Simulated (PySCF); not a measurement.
**How methods differ on the interval between two levels of Sb⁺**

Sb⁺ [Kr] 4d10 5s2 5p2 [3P2, M_J = 2] → Sb⁺ [Kr] 4d10 5s1 5p2 6s1 [5P3, M_J = 3], as a difference of total energies. Computed with PySCF 2.14 in x2c-SVPall-2c with one added diffuse shell each of s, p type (7s9p4d, 54 functions), with the two-component X2C-1e Hamiltonian. Correlated levels: [Ar] 3d10 frozen; the 6 highest virtual spinors dropped. "Screened" scales the spin-orbit matrix elements by Boettger's factors to mimic the two-electron term; Breit and QED terms are absent.

```
                    method  interval between two levels (cm⁻¹)
           GHF (spin-free)                              110880
          GMP2 (spin-free)                              117240
 GHF (screened spin-orbit)                              111990
GMP2 (screened spin-orbit)                              118150
```

The labels give the starting determinants; with spin-orbit coupling the two ends relaxed to ⟨J²⟩ = 6.01, ⟨L²⟩ = 2.53, ⟨S²⟩ = 1.77 and ⟨J²⟩ = 12.01, ⟨L²⟩ = 2.07, ⟨S²⟩ = 5.96.

The promoted electron is Rydberg-like, and one or two diffuse shells describe it only roughly, which tends to raise the upper state.
